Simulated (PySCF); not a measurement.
# Sr (strontium, neutral) across methods

[Kr] 4d1 5s1, 5s spin antiparallel (an excited configuration). All numbers are calculated (PySCF 2.14, no relativity, point nucleus, in dyall-av2z (22s16p11d, 125 functions)).

| method | E (hartree) | mean ε 4p β (eV) | mean ε 5s β (eV) | mean ε 4d α (eV) | Σ⟨r²⟩ (bohr²) | ⟨S²⟩ |
| --- | --- | --- | --- | --- | --- | --- |
| r2SCANh | -3133.29 | -22.834 | -3.417 | -1.595 | 69.48 | 1.000 |
| BP86 | -3133.62 | -21.674 | -3.322 | -1.407 | 69.11 | 1.000 |
| TPSSh | -3133.17 | -22.520 | -3.255 | -1.510 | 69.60 | 1.000 |
| PBE | -3132.87 | -21.554 | -3.149 | -1.250 | 69.38 | 1.000 |
| PBE0 | -3132.98 | -23.424 | -3.598 | -1.817 | 69.11 | 1.000 |
| LDA | -3129.37 | -21.629 | -3.281 | -1.188 | 68.53 | 1.000 |
| r2SCAN | -3133.28 | -22.178 | -3.240 | -1.375 | 69.65 | 1.000 |

Estimate the same row for UHF.

E (hartree) = -3131.46248; mean ε 4p β (eV) = -28.174; mean ε 5s β (eV) = -4.463; mean ε 4d α (eV) = -3.102; Σ⟨r²⟩ (bohr²) = 72.12; ⟨S²⟩ = 1.000.

A non-relativistic calculation at this Z misses sizeable relativistic shifts. With the s spin flipped the determinant is a mixture of two multiplicities, not a spectroscopic state.
